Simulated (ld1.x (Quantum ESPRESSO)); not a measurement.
**u(r) = r·R(r): atom against pseudo-atom (He)**

Columns: radius, all-electron u(r) and pseudo u(r) of the 1s shell (level -26.72 eV) of helium in the configuration 1s1.5; PBE, scalar-relativistic, TM scheme, ld1.x (Quantum ESPRESSO) 7.5.

```json
{"r (bohr)": "0.023", "all-electron": "0.1137", "pseudo": "0.0971"}
{"r (bohr)": "0.045", "all-electron": "0.2129", "pseudo": "0.1886"}
{"r (bohr)": "0.068", "all-electron": "0.3071", "pseudo": "0.2815"}
{"r (bohr)": "0.090", "all-electron": "0.3888", "pseudo": "0.3663"}
{"r (bohr)": "0.113", "all-electron": "0.4661", "pseudo": "0.4496"}
{"r (bohr)": "0.135", "all-electron": "0.5328", "pseudo": "0.5231"}
{"r (bohr)": "0.158", "all-electron": "0.5956", "pseudo": "0.5927"}
{"r (bohr)": "0.180", "all-electron": "0.6495", "pseudo": "0.6520"}
{"r (bohr)": "0.202", "all-electron": "0.6977", "pseudo": "0.7040"}
{"r (bohr)": "0.225", "all-electron": "0.7426", "pseudo": "0.7510"}
{"r (bohr)": "0.248", "all-electron": "0.7822", "pseudo": "0.7909"}
{"r (bohr)": "0.270", "all-electron": "0.8156", "pseudo": "0.8232"}
{"r (bohr)": "0.293", "all-electron": "0.8462", "pseudo": "0.8520"}
{"r (bohr)": "0.315", "all-electron": "0.8715", "pseudo": "0.8754"}
{"r (bohr)": "0.338", "all-electron": "0.8943", "pseudo": "0.8965"}
{"r (bohr)": "0.360", "all-electron": "0.9128", "pseudo": "0.9138"}
{"r (bohr)": "0.383", "all-electron": "0.9290", "pseudo": "0.9294"}
{"r (bohr)": "0.405", "all-electron": "0.9418", "pseudo": "0.9418"}
{"r (bohr)": "0.428", "all-electron": "0.9524", "pseudo": "0.9524"}
{"r (bohr)": "0.450", "all-electron": "0.9603", "pseudo": "0.9603"}
{"r (bohr)": "0.473", "all-electron": "0.9662", "pseudo": "0.9662"}
{"r (bohr)": "0.495", "all-electron": "0.9699", "pseudo": "0.9699"}
{"r (bohr)": "0.518", "all-electron": "0.9719", "pseudo": "0.9719"}
{"r (bohr)": "0.540", "all-electron": "0.9722", "pseudo": "0.9722"}
{"r (bohr)": "0.563", "all-electron": "0.9709", "pseudo": "0.9709"}
{"r (bohr)": "0.585", "all-electron": "0.9683", "pseudo": "0.9683"}
```

How many radial nodes do the two functions have?

The all-electron 1s function has n − l − 1 = 0; the pseudo-wave has 0.

At about which radius was the pseudo-wave matched?

0.45 bohr. The columns agree to 0.0005 from 0.38 bohr on; several derivatives are matched, so the curves merge somewhat inside the radius.

Is the pseudo-wave norm-conserving?

Yes: the TM scheme keeps the norm inside the radius equal to the all-electron one, which fixes the energy derivative of the logarithmic derivative at the level.
